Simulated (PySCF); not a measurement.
# Two-component Hartree-Fock for Ti⁵⁺ (titanium, charge +5)

Start: [Ne] 3s2 3p5; 3p1/2 filled at m_j = -1/2, +1/2; 3p3/2 filled at m_j = -1/2, +1/2, +3/2. Calculated with PySCF 2.14 in an even-tempered Gaussian basis (21 s from 0.2 bohr⁻², ratio 2.4; 14 p from 0.26 bohr⁻², ratio 2.4; 5 d from 2.5 bohr⁻², ratio 2.6; 5 f from 3.7 bohr⁻², ratio 2.6): generalised Hartree-Fock with the X2C-1e Hamiltonian and a Gaussian nucleus; one run each with spin-orbit coupling (SO) switched off, then screened by Boettger's factors.

```json
{"spinor shell": "1s1/2", "electrons": "2", "ε, spin-free (eV)": "-5099.8", "ε, screened SO (eV)": "-5099.8", "weight of nominal j (screened SO)": "1.000", "rms radius, screened SO (bohr)": "0.0804"}
{"spinor shell": "2s1/2", "electrons": "2", "ε, spin-free (eV)": "-671.06", "ε, screened SO (eV)": "-671.01", "weight of nominal j (screened SO)": "1.000", "rms radius, screened SO (bohr)": "0.350"}
{"spinor shell": "2p1/2", "electrons": "2", "ε, spin-free (eV)": "-566.68", "ε, screened SO (eV)": "-571.04", "weight of nominal j (screened SO)": "0.997", "rms radius, screened SO (bohr)": "0.318"}
{"spinor shell": "3s1/2", "electrons": "2", "ε, spin-free (eV)": "-150.55", "ε, screened SO (eV)": "-150.53", "weight of nominal j (screened SO)": "1.000", "rms radius, screened SO (bohr)": "1.02"}
{"spinor shell": "3p1/2", "electrons": "2", "ε, spin-free (eV)": "-120.59", "ε, screened SO (eV)": "-121.52", "weight of nominal j (screened SO)": "0.691", "rms radius, screened SO (bohr)": "1.07"}
{"spinor shell": "3p3/2", "electrons": "3", "ε, spin-free (eV)": "-120.59", "ε, screened SO (eV)": "-120.03", "weight of nominal j (screened SO)": "0.794", "rms radius, screened SO (bohr)": "1.08"}
```

Q: Where does 2p3/2 lie, and what is the 2p spin-orbit splitting (screened SO)?

A: At -564.47 eV, 6.570 eV above 2p1/2.

```
   quantity   spin-free  screened SO
E (hartree)  -845.93115   -845.94732
        M_J         3/2          3/2
       ⟨J²⟩       3.754        3.754
       ⟨L²⟩       2.003        2.003
       ⟨S²⟩       0.751        0.751
```

Each row is a mean over spinors that exchange with the open shell spreads, by up to 5.699 eV (3s1/2).

Rows whose weight is well below 1 are mixtures of j = l ± 1/2: exchange outweighs spin-orbit coupling there, and the label is only the starting occupation.

Without spin-orbit coupling the j labels of p, d and f shells carry no meaning; the spin-free column gives the mean over the occupied spinors of each nl shell.
